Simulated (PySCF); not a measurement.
1,1,2-trichloro-2-fluoroethene (C2Cl3F), SMILES FC(Cl)=C(Cl)Cl. Atoms are numbered in the order given.

```xyz
6

F      1.9028    -0.6958     0.0000
C      0.5808    -0.6544     0.0000
Cl    -0.1657    -2.1995     0.0000
C     -0.0832     0.5157     0.0000
Cl    -1.8047     0.6075     0.0000
Cl     0.7874     2.0093     0.0000
```

The structure is a stationary point at B3LYP-D3(BJ)/def2-SVP.

Two levels are set side by side: PBE/pcSseg-1 (PySCF) and PBE0/pcSseg-1 (PySCF). GIAO shifts against CFCl3 (¹⁹F), HCl (³⁵Cl), TMS (¹³C) at the same level; non-relativistic, no solvent, atoms listed together averaged. Without spin–orbit terms, shifts of atoms bonded to Cl or Br come out too high at both levels. Differences are taken from unrounded values.

```
quantity               PBE0
--------------------  -----
δ(¹⁹F) of F1 (ppm)    -80.5
δ(¹³C) of C2 (ppm)    160.2
δ(³⁵Cl) of Cl3 (ppm)  281.5
δ(¹³C) of C4 (ppm)    129.6
```

Question: What does PBE give, and how far is it from PBE0? (An estimate is asked for; the answer gives what the named calculation found.)

Answer: 
```csv
quantity,PBE,PBE minus PBE0
δ(¹⁹F) of F1 (ppm),-91.8,-11.3
δ(¹³C) of C2 (ppm),158.3,-1.9
δ(³⁵Cl) of Cl3 (ppm),303.6,22.1
δ(¹³C) of C4 (ppm),127.7,-1.8
```

Rough cost on one machine, each run with all the roots and properties that it gave: PBE0 against PBE within a factor of 2.
